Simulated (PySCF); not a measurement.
Al(Me)2(F) (C2H6AlF), SMILES [CH3][Al]([CH3])[F]. Atoms are numbered in the order given.

```xyz
10

Al     0.0000     0.0000    -0.0408
C      1.7394     0.0043     0.8294
H      1.6928     0.3674     1.8684
H      2.1483    -1.0208     0.8631
H      2.4714     0.6174     0.2797
C     -1.7394    -0.0043     0.8294
H     -2.1483     1.0208     0.8631
H     -2.4714    -0.6174     0.2797
H     -1.6928    -0.3674     1.8684
F      0.0000     0.0000    -1.7161
```

Geometry optimised at PBE0-D3(BJ)/def2-SVP. The isomer is the one that the SMILES or the coordinates give; other isomers of the formula were not compared.

Calculation: TDDFT-PBE/def2-SVPD (PySCF).

Vertical excitations. Gas-phase values at a fixed geometry. State labels are in the subgroup C2.

**Question.** Give excitation energies, oscillator strengths and character. (An estimate is asked for; the answer gives what the named calculation found.)

**Answer.** 
| state | symmetry | energy (eV) | λ (nm) | f | main pairs |
|---|---|---|---|---|---|
| S1 | A | 5.62 | 220 | 0.000 | HOMO→LUMO 100 % |
| S2 | B | 5.99 | 207 | 0.137 | HOMO→LUMO+1 98 % |
| S3 | B | 7.38 | 168 | 0.040 | HOMO−1→LUMO 96 % |
| S4 | A | 7.39 | 168 | 0.009 | HOMO−1→LUMO+1 58 %, HOMO→LUMO+2 41 % |
| S5 | B | 7.45 | 167 | 0.011 | HOMO→LUMO+3 99 % |
| S6 | A | 7.49 | 166 | 0.053 | HOMO→LUMO+2 59 %, HOMO−1→LUMO+1 39 % |
| S7 | A | 7.82 | 159 | 0.000 | HOMO−2→LUMO 100 % |
| S8 | B | 7.98 | 155 | 0.000 | HOMO−2→LUMO+1 100 % |
| S9 | B | 8.13 | 152 | 0.004 | HOMO−3→LUMO+1 93 % |
| S10 | B | 8.19 | 151 | 0.027 | HOMO→LUMO+4 83 % |
| T1 | A | 5.32 | 233 | 0 | HOMO→LUMO 100 % |
| T2 | B | 5.54 | 224 | 0 | HOMO→LUMO+1 99 % |
| T3 | B | 6.67 | 186 | 0 | HOMO−1→LUMO 98 % |
| T4 | A | 7.06 | 176 | 0 | HOMO−1→LUMO+1 93 % |
Triplets are in the Tamm–Dancoff approximation, which puts them higher than full response would, so one can lie above its singlet here.
